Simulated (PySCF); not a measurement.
## `C[As](C)(C)(C)C`, C5H15As

Geometry (Å), atoms numbered from 1 in this order:
```xyz
21

As   -0.001   -0.001    0.012
C     0.004   -0.017    2.084
H     0.399   -0.961    2.468
H    -1.008    0.109    2.478
H     0.622    0.792    2.480
C    -0.003    0.016   -2.062
H    -1.010    0.177   -2.455
H     0.364   -0.933   -2.462
H     0.638    0.812   -2.449
C     1.983   -0.025    0.002
H     2.360   -0.539   -0.881
H     2.377   -0.487    0.906
H     2.312    1.016   -0.032
C    -0.970    1.730    0.009
H    -0.878    2.248    0.962
H    -2.023    1.506   -0.175
H    -0.606    2.362   -0.801
C    -1.016   -1.706   -0.012
H    -0.285   -2.510   -0.125
H    -1.696   -1.734   -0.863
H    -1.565   -1.857    0.916
```

Method: GIAO KT3/def2-SVP magnetisability, rotational g tensor and spin-rotation constants, non-relativistic, gas phase (PySCF 2.14.0). Geometry: GFN2-xTB.

The calculation is non-relativistic, which matters for the atoms heavier than Zn.

**Question.** Give the nuclear spin-rotation constants along the inertial axes (H = +C I·J) beside the isotropic shieldings.

**Answer.** Rotational constants 2.4918, 2.0543, 2.0525 GHz. A star marks the isotopologue with that one atom substituted, in its own axes.
| atom | isotope | Caa (kHz) | Cbb (kHz) | Ccc (kHz) | mean (kHz) | σ (ppm) |
| --- | --- | --- | --- | --- | --- | --- |
| As1 | 75As | 4.356 | 2.407 | 2.405 | 3.056 | 1573.7 |
| H3 | 1H | -0.225 | -0.118 | -0.118 | -0.153 | 31.5 |
| H4 | 1H | -0.229 | -0.116 | -0.116 | -0.153 | 31.5 |
| H5 | 1H | -0.227 | -0.117 | -0.117 | -0.153 | 31.5 |
| H7 | 1H | -0.224 | -0.120 | -0.120 | -0.155 | 31.6 |
| H8 | 1H | -0.229 | -0.118 | -0.118 | -0.155 | 31.6 |
| H9 | 1H | -0.227 | -0.119 | -0.119 | -0.155 | 31.6 |
| H11 | 1H | -0.084 | -0.172 | -0.172 | -0.143 | 30.8 |
| H12 | 1H | -0.063 | -0.182 | -0.181 | -0.142 | 30.9 |
| H13 | 1H | -0.299 | -0.066 | -0.066 | -0.143 | 29.7 |
| H15 | 1H | -0.044 | -0.191 | -0.191 | -0.142 | 31.0 |
| H16 | 1H | -0.289 | -0.070 | -0.070 | -0.143 | 29.8 |
| H17 | 1H | -0.113 | -0.158 | -0.158 | -0.143 | 30.7 |
| H19 | 1H | -0.297 | -0.067 | -0.067 | -0.143 | 29.7 |
| H20 | 1H | -0.093 | -0.168 | -0.168 | -0.143 | 30.8 |
| H21 | 1H | -0.057 | -0.185 | -0.184 | -0.142 | 30.9 |
| C2 | 13C* | 0.311 | 0.346 | 0.346 | 0.335 | 160.8 |

Where two moments of inertia are equal or nearly so, the constants along those axes are given as their average.
For the geometry as given, no vibrational averaging.
